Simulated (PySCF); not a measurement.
**Molecular orbitals of Pb₂⁺**

PBE0 at R = 2.943 Å; basis Pb aug-cc-pVDZ-PP with ECP60; scalar-relativistic core potentials; PySCF 2.14. State: ⁴Σg⁻ (quartet), unpaired electrons σ ↑, π ↑↑. Only the outer orbitals are listed.

```
spin  orbital  occ.  ε (eV)  main shells (%)
   α       σg     1  -20.55             95 s
   α       σu     1  -18.16            100 s
   α       σg     1  -11.32             94 p
   α       πu     1  -10.48             96 p
   α       πu     1  -10.48             96 p
   α       πg     0   -7.50            101 p
   α       πg     0   -7.50            101 p
   α       σu     0   -5.23            103 p
   β       σg     1  -19.01             97 s
   β       σu     1  -16.90             98 s
   β       σg     0   -8.43             96 p
   β       πu     0   -7.86             98 p
   β       πu     0   -7.86             98 p
```

Q: Which are the highest filled and the lowest empty level, where do they sit, and how wide is the gap?

A: Highest filled α πu at -10.48 eV (in %: 96 p); lowest empty β σg at -8.43 eV (in %: 96 p); the gap at PBE0 is 2.05 eV.

```json
{
  "bond order (Mayer)": "1.52",
  "⟨S²⟩": "3.753",
  "polarisability along the bond": "160.8 bohr³",
  "polarisability across the bond": "64.3 bohr³"
}
```

Shares are Mulliken populations and can fall outside 0 to 100 %.

These are scalar-relativistic numbers at best; spin–orbit coupling would shift them, the dissociation energy most. The state was picked by a PBE0 search and need not be the measured ground state.
